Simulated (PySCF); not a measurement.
PbCl2, SMILES [Cl][Pb][Cl] (connectivity only; charge and spin as stated), neutral, multiplicity 1. Geometry optimised at ωB97X-D3(BJ)/def2-TZVP. The isomer is the one that the SMILES or the coordinates give; other isomers of the formula were not compared. The def2 effective core potentials stand for the cores of Pb; spin–orbit coupling is left out.

Computed with ωB97X-D3(BJ)/def2-TZVP in PySCF 2.14.0.

Harmonic wavenumbers (cm⁻¹): 105, 321, 341. Rotational constants (GHz): 3.747, 2.102, 1.346; symmetry number 2.

**Question.** Work out the zero-point energy and the ideal-gas rigid-rotor harmonic-oscillator thermochemistry at 298.15 K and 1 atm.

**Answer.** ZPE = ½ Σ hcν = ½ × 768 cm⁻¹ = 1.10 kcal/mol. H − E(el) = 4.40 kcal/mol. Entropy in cal/(mol K): translation 42.77, rotation 26.43, vibration 5.87, total 75.06. G − E(el) = -17.98 kcal/mol. Cp = 13.12 cal/(mol K). Modes under 150 cm⁻¹ make the vibrational entropy uncertain.
